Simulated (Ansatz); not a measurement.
Pulling on the Al1–Br4 bond in AlBrFH (SMILES [F][AlH][Br]) (multiplicity 1 held, fragments rigid). Energies count from the point at 2.246 Å.
Geometry at that point (charge 0, multiplicity 1):
```xyz
4

Al     0.143    -1.022     0.686
H     -0.746    -2.286     0.873
F      1.568    -0.902     1.501
Br    -0.435     0.677    -0.666
```

Restricted levels (R-, RO-) in cc, def2 and unpolarised 6-31G sets keep to the state of the molecule at rest. U- levels take the lowest unrestricted solution at each point, which mixes spins at long bonds. Levels need not reach the same state.

Cores are frozen in the correlated methods. Filled d and f shells under p-block atoms count as core.

Programs: Ansatz (a quantum-chemistry and plane-wave program). Each number belongs to the level named beside it.

Question: One of these levels gives 98.45 kcal/mol for the energy at R = 7.189 Å. Which one is it?
A. R-r2SCAN/def2-TZVPP
B. U-PBE/def2-TZVPP
C. U-MP2/def2-TZVPP

Answer: B, U-PBE/def2-TZVPP. The others give 119.41 (R-r2SCAN/def2-TZVPP), 107.78 (U-MP2/def2-TZVPP)

Doubts at one or more of the structures used: a spin-contaminated determinant (U-PBE/def2-TZVPP, U-MP2/def2-TZVPP); a restricted determinant that unrestricted orbitals would lower (R-r2SCAN/def2-TZVPP).
